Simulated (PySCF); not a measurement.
## [Zr(OCH3)4] (charge 0, multiplicity 1)

Level of theory: TPSSh-D3(BJ)/def2-TZVP // PBE-D3(BJ)/def2-SVP in PySCF.

HOMO: -6.71 eV
dipole moment: 0.00 D
HOMO–LUMO gap: 6.63 eV
LUMO: -0.08 eV
charge on the central atom (Mulliken): 1.77 e
total energy: -508.0360 Ha
cost: around 28 core-minutes (rough)

```xyz
21

Zr     0.4014     0.1655    -0.3613
O      2.2298     0.3432    -1.0007
C      3.5384     0.4678    -1.4516
H      4.0416     1.3550    -1.0010
H      3.5776     0.5880    -2.5594
H      4.1462    -0.4298    -1.1908
O     -0.8241     0.2522    -1.8693
C     -1.6942     0.3168    -2.9511
H     -2.4047     1.1704    -2.8518
H     -2.3008    -0.6144    -3.0417
H     -1.1421     0.4510    -3.9104
O      0.0052     1.6097     0.8800
C     -0.2801     2.6416     1.7661
H      0.5877     3.3327     1.8790
H     -0.5303     2.2502     2.7798
H     -1.1483     3.2487     1.4180
O      0.1945    -1.5433     0.5447
C      0.0404    -2.7641     1.1906
H     -0.7364    -3.3920     0.6949
H     -0.2688    -2.6265     2.2531
H      0.9909    -3.3470     1.1917
```
Charge 0, spin multiplicity 1.
